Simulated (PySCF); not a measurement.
Pt (platinum, neutral): UHF calculation

Configuration: [Xe] 4f14 5d8 6s1 6p1, one real determinant (an excited configuration). Computed with PySCF 2.14 in def2-TZVPPD with the def2 core potential (60 electrons), with a scalar-relativistic core potential.

```
Total energy                                                  : -118.280440 hartree
One-electron energy                                           : -205.7160 hartree
Hartree (Coulomb) energy                                      : 98.1590 hartree
Exchange energy                                               : -10.7234 hartree
⟨S²⟩                                                          : 6.0046
⟨L²⟩                                                          : 14.060
Sum of ⟨r⟩                                                    : 28.78 bohr
Sum of ⟨r²⟩                                                   : 64.91 bohr²
Traceless quadrupole moment −½Σ⟨3z² − r²⟩ along its main axis : -8.75 e·bohr²
```

```
shell  electrons  mean orbital energy (eV)  spread (eV)  rms radius, mean of both spins (bohr)
 5s α          1                   -127.40            0                                   1.03
 5s β          1                   -124.13            0                                   1.03
 5p α          3                   -75.859        0.083                                   1.19
 5p β          3                   -71.599        0.233                                   1.19
 5d α          5                   -16.908        1.313                                   1.73
 5d β          3                   -14.841        0.255                                   1.73
 6s α          1                   -11.572            0                                   3.08
 6p α          1                    -4.800            0                                   4.56
```

⟨L²⟩ = 14.06 against 20 for a pure G term, so this real determinant mixes terms. Energies and moments cover only the electrons outside the core potential. Spin-orbit coupling, absent here, splits the open shell strongly.
